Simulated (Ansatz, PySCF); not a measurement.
Reaction 2 R1 → P1 + P2, each structure at its B3LYP-D3(BJ)/def2-TZVP stationary point, reached from a drawn start (curvature not checked).
P1: BCl3 (SMILES ClB(Cl)Cl), charge 0, multiplicity 1.
R1, BCl2 (SMILES Cl[B]Cl) (charge 0, multiplicity 2, Z-matrix in Å and degrees):
```
B
Cl 1 1.7272
Cl 1 1.7272 2 125.68
```
P2: BCl (SMILES [B]Cl), charge 0, multiplicity 1.

P less R. No zero-point or thermal terms; singlets are restricted closed shells; open shells are unrestricted.

Frozen-core correlation throughout. CBS(a, b) extrapolates the correlation energy as X⁻³ and adds the Hartree–Fock energy of set b.

Programs: Ansatz (Gaussian orbitals); PySCF for the D3/D4 terms. All values are computed, each at the level named.

PBE/def2-TZVPP gives -29.20 kcal/mol for the reaction energy.

**Question.** How do the other levels lie against it? Give each less PBE: PBE-D3(BJ)/def2-TZVPP, r2SCAN/def2-TZVPP, PBE0/def2-TZVPP, wB97M-V/def2-TZVPP, B2PLYP/def2-TZVPP, MP2/CBS(cc-pV(T+d)Z, cc-pV(Q+d)Z), CCSD(T)/cc-pV(Q+d)Z.

**Answer.** PBE-D3(BJ)/def2-TZVPP -0.34; r2SCAN/def2-TZVPP 4.76; PBE0/def2-TZVPP 0.33; wB97M-V/def2-TZVPP -12.76; B2PLYP/def2-TZVPP -4.96; MP2/CBS(cc-pV(T+d)Z, cc-pV(Q+d)Z) -8.09; CCSD(T)/cc-pV(Q+d)Z -10.90 kcal/mol. 2 of 7 lie above PBE; the widest gap is to wB97M-V/def2-TZVPP.

Ansatz is a program for electronic structure.
